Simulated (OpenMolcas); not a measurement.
Lu⁺: CASPT2 settings compared

```yaml
Program: OpenMolcas 26.06
Basis: ANO-RCC-VTZP [8s7p5d3f2g1h]
Scalar_Hamiltonian: X2C, point nucleus
Active_space: 2 electrons in 6 orbitals (5d 6s)
State_averaging: 2S+1 = 1 even, 6 roots; 2S+1 = 3 even, 5 roots kept (CI in the orbitals of an earlier block)
Spin-orbit_coupling: RASSI with atomic mean-field integrals over the reference wave functions, term energies averaged over their components
```

Methods on the same reference wave functions:
A. CASSCF
B. SS-CASPT2, IPEA 0.2 Eh, sigma1 regulariser 0.4 Eh (closed shells correlated: 5s 5p)
C. SS-CASPT2, IPEA 0.15 Eh, imaginary shift 0.05 Eh (closed shells correlated: 5s 5p)
D. XMS-CASPT2, IPEA 0.3 Eh, sigma1 regulariser 0.4 Eh (closed shells correlated: 5s 5p)

Energies in eV above 6s2 1S0, the measured ground level; measured values from NIST Handbook of Basic Atomic Spectroscopic Data.

| Level | A | B | C | D | Measured |
| --- | --- | --- | --- | --- | --- |
| 6s2 1S0 | 0.0000 | 0.0000 | 0.0000 | 0.0000 | 0.0000 |
| 5d 6s 3D1 | 1.1541 | 1.479 | 1.486 | 1.584 | 1.4625 |
| 5d 6s 3D2 | 1.2539 | 1.571 | 1.577 | 1.675 | 1.5418 |
| 5d 6s 3D3 | 1.4718 | 1.797 | 1.804 | 1.902 | 1.7605 |
| 5d 6s 1D2 | 2.0452 | 2.198 | 2.183 | 2.296 | 2.1490 |

Deviations, from unrounded energies. A percentage is the sum of absolute deviations over the sum of measured energies, with the sign that they share, or ± where signs differ.

```tsv
Against measurement	Levels	A	B	C	D
mean absolute deviation (cm-1)	4	2000	260	270	1100
other configurations (%)	4	-14.3	+1.9	+2.0	+7.9
```

B, C lie about equally close to measurement and A furthest from it. The largest miss of B in the table is 5d 6s 1D2, by +400 cm-1. The ranking rests on the paired levels alone, and a cruder setting can come out closer through cancelling errors.

Among B to D the level of the table that moves most is 5d 6s 1D2, by 910 cm-1 (lowest in C, highest in D). Moves below CASPT2's spread within the term are not significant.

The two smallest mean deviations differ by little beside CASPT2's spread within terms, so their order carries little weight.

The lowest spin-free term lies below A's lowest term by 0.209 hartree in B, 0.209 hartree in C, 0.214 hartree in D.

CASPT2 breaks the degeneracy within a term, and the mean is taken; among the terms shown or strongly mixed into the levels shown the widest spread is 530 cm-1 (5d 6s 1D, D). Terms from blocks run as CI alone lack orbitals of their own. A single d shell beside an s shell can misplace configurations of different d count against each other. Without dynamic correlation excited terms often stand tens of per cent too high (terms of higher spin than the ground term too low), and those without a measured partner can miss by more than the paired ones (holds for A). Computed and measured levels are paired by configuration, term and J; levels that our copy of the source lacks, or whose pairing is in doubt (as where it misses far off the trend of its configuration), stay unpaired and out of the deviations. Levels of configurations outside the active space are missing.
